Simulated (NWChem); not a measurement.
Molecule: GeSiH5Cl; SMILES [GeH3][SiH2]Cl

Results from NWChem. Pople sets run with spherical d functions. B3LYP is NWChem's, with the RPA form of VWN correlation. Each level has its own optimisation; frequencies are unscaled.

```
level                r Cl–Si (Å)  r Ge–Si (Å)  r H–Si (Å)  highest harmonic frequency (cm⁻¹)  lowest (cm⁻¹)  zero-point energy (kcal/mol)  dipole (D)
-------------------  -----------  -----------  ----------  ---------------------------------  -------------  ----------------------------  ----------
B3LYP/3-21G                  ___        2.403         ___                                ___             96                          25.6         ___
Hartree-Fock/6-31G*        2.080        2.402       1.471                               2406             92                          28.1        2.14
PBE-D3(BJ)/def2-SVP        2.093        2.389       1.503                               2172             99                          25.5        1.27
```

Q: What belongs in the gaps?

A: 
- B3LYP/3-21G, r Cl–Si (Å): 2.212
- B3LYP/3-21G, r H–Si (Å): 1.492
- B3LYP/3-21G, highest harmonic frequency (cm⁻¹): 2231
- B3LYP/3-21G, dipole (D): 3.21
